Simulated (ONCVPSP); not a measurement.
# Transferability test, ONCV potential for Br

bromine (Br), optimised norm-conserving Vanderbilt (ONCV), made with ONCVPSP 4.0.1 (PBE, scalar-relativistic). Core [Ne], reference 3s2 3p6 3d10 4s1.75 4p5.25. Waves: 3s+4s: rc 0.95 bohr, ncon 3, nbas 7, qcut 16.2 1/bohr, 2 projectors; 3p+4p: rc 0.75 bohr, ncon 4, nbas 8, qcut 19.9 1/bohr, 2 projectors; 3d: rc 0.75 bohr, ncon 5, nbas 9, qcut 21.2 1/bohr, 1 projector. Local part: polynomial inside 0.55 bohr (lpopt 5, dvloc0 -1 Ha). Core correction: Teter function, fcfact 4.25, rcfact 1.65.

Energies are relative to the spin-unpolarised reference configuration 3s2 3p6 3d10 4s1.75 4p5.25; without spin polarisation the order of configurations can differ from experiment.

Give the all-electron excitation energy and the error of the potential for: 3s2 3p6 3d10 4s2 4p5; 3s2 3p6 3d10 4s2 4p4; 3s2 3p6 3d10 4s2 4p3; 3s2 3p6 3d9 4s2 4p6.

```tsv
valence configuration	charge	ΔE all-electron (eV)	error AE − PS (meV)
3s2 3p6 3d10 4s2 4p5	0	-3.075	+0.3
3s2 3p6 3d10 4s2 4p4	+1	9.479	+0.3
3s2 3p6 3d10 4s2 4p3	+2	32.240	-0.6
3s2 3p6 3d9 4s2 4p6	0	61.236	+26
```
